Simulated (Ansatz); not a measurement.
`c1csc(-c2ccc(-c3ccc(-c4ccc(-c5ccc(-c6ccc(-c7ccc(-c8ccc(-c9cccs9)s8)s7)s6)s5)s4)s3)s2)c1` with charge +1. The state is a doublet with charge 1. Geometry PBE-D4/def2-SVP, that of the neutral singlet; atoms count from 1.

Cartesian coordinates in Å:
```
C -3.190 -7.375 -14.310
C -2.790 -6.117 -14.726
S -2.323 -5.123 -13.389
C -2.668 -6.395 -12.234
C -2.474 -6.206 -10.815
C -2.614 -7.147 -9.792
C -2.350 -6.625 -8.506
C -2.000 -5.273 -8.510
C -1.665 -4.419 -7.401
C -1.355 -3.056 -7.389
C -1.079 -2.551 -6.099
C -1.171 -3.514 -5.089
C -0.965 -3.377 -3.673
C -0.993 -4.360 -2.678
C -0.750 -3.861 -1.381
C -0.529 -2.480 -1.346
C -0.254 -1.651 -0.202
C -0.071 -2.043 1.128
C 0.179 -0.966 2.004
C 0.196 0.282 1.371
C 0.420 1.584 1.935
C 0.425 2.835 1.308
C 0.684 3.909 2.186
C 0.886 3.510 3.512
C 1.178 4.330 4.658
C 1.361 5.716 4.710
C 1.641 6.198 6.007
C 1.681 5.198 6.983
C 1.940 5.309 8.393
C 1.947 4.316 9.376
C 2.253 4.799 10.668
C 2.487 6.176 10.708
C 2.825 6.995 11.849
C 3.001 6.601 13.177
C 3.335 7.679 14.042
C 3.414 8.893 13.383
S 3.080 8.722 11.694
S 2.323 6.865 9.106
S 1.359 3.634 6.257
S 0.747 1.768 3.648
S -0.110 0.091 -0.346
S -0.627 -1.809 -2.963
S -1.609 -5.069 -5.773
S -2.009 -4.653 -10.150
C -3.123 -7.536 -12.898
H -3.525 -8.159 -15.002
H -2.742 -5.716 -15.745
H -2.897 -8.190 -9.982
H -2.411 -7.217 -7.582
H -1.332 -2.448 -8.304
H -0.813 -1.504 -5.893
H -1.185 -5.419 -2.901
H -0.739 -4.485 -0.478
H -0.114 -3.093 1.448
H 0.348 -1.080 3.084
H 0.241 2.954 0.231
H 0.724 4.959 1.871
H 1.296 6.356 3.821
H 1.815 7.258 6.242
H 1.732 3.262 9.151
H 2.303 4.164 11.562
H 2.891 5.560 13.508
H 3.513 7.569 15.121
H 3.652 9.882 13.793
H -3.404 -8.458 -12.372
```

Single mean-field runs in def2-SVP are fitted with def2-universal-jkfit.

Estimate the Mulliken populations of the heavy atoms from the PBE0/def2-SVP orbitals of Ansatz.


```
atom  charge (e)  spin (α − β)
  C1       -0.01         -0.02
  C2       -0.09          0.06
  S3        0.14          0.00
  C4       -0.13         -0.02
  C5       -0.06          0.08
  C6       -0.01         -0.01
  C7       -0.01          0.06
  C8       -0.09         -0.01
  C9       -0.06          0.08
 C10       -0.01          0.00
 C11        0.00          0.06
 C12       -0.08          0.01
 C13       -0.06          0.07
 C14       -0.01          0.01
 C15        0.01          0.05
 C16       -0.08          0.03
 C17       -0.07          0.05
 C18        0.01          0.04
 C19       -0.01          0.03
 C20       -0.07          0.06
 C21       -0.07          0.04
 C22       -0.01          0.04
 C23        0.00          0.02
 C24       -0.07          0.07
 C25       -0.08          0.01
 C26        0.01          0.06
 C27       -0.02         -0.01
 C28       -0.06          0.09
 C29       -0.08         -0.01
 C30       -0.01          0.06
 C31       -0.01         -0.02
 C32       -0.06          0.08
 C33       -0.13         -0.02
 C34        0.01          0.05
 C35       -0.01         -0.02
 C36       -0.09          0.06
 S37        0.14          0.00
 S38        0.16         -0.01
 S39        0.16         -0.02
 S40        0.16         -0.02
 S41        0.16         -0.03
 S42        0.16         -0.02
 S43        0.15         -0.02
 S44        0.16         -0.01
 C45        0.01          0.05
```
Mulliken values depend strongly on the basis.

Where does the spin sit?

Summed by element: C 1.18, S -0.14, H -0.03, of 1 unpaired in all. Largest on single atoms: C28 0.09, C32 0.08, C9 0.08.

And the Mayer bond orders between heavy atoms (over 0.3, the first 40 of 53)?

C1–C2 1.52 (1.38 Å); C1–C45 1.30 (1.42 Å); C2–S3 1.18 (1.73 Å); S3–C4 1.13 (1.75 Å); C4–C5 1.17 (1.45 Å); C4–C45 1.48 (1.40 Å); C5–C6 1.45 (1.40 Å); C5–S44 1.14 (1.75 Å); C6–C7 1.34 (1.41 Å); C7–C8 1.42 (1.40 Å); C8–C9 1.23 (1.44 Å); C8–S44 1.11 (1.75 Å); C9–C10 1.41 (1.40 Å); C9–S43 1.13 (1.75 Å); C10–C11 1.36 (1.41 Å); C11–C12 1.40 (1.40 Å); C12–C13 1.25 (1.44 Å); C12–S43 1.11 (1.75 Å); C13–C14 1.39 (1.40 Å); C13–S42 1.12 (1.75 Å); C14–C15 1.37 (1.41 Å); C15–C16 1.41 (1.40 Å); C16–C17 1.22 (1.44 Å); C16–S42 1.11 (1.75 Å); C17–C18 1.41 (1.40 Å); C17–S41 1.12 (1.75 Å); C18–C19 1.37 (1.41 Å); C19–C20 1.39 (1.40 Å); C20–C21 1.26 (1.44 Å); C20–S41 1.12 (1.75 Å); C21–C22 1.39 (1.40 Å); C21–S40 1.11 (1.75 Å); C22–C23 1.37 (1.41 Å); C23–C24 1.41 (1.40 Å); C24–C25 1.22 (1.44 Å); C24–S40 1.12 (1.75 Å); C25–C26 1.42 (1.40 Å); C25–S39 1.11 (1.75 Å); C26–C27 1.36 (1.41 Å); C27–C28 1.40 (1.40 Å).
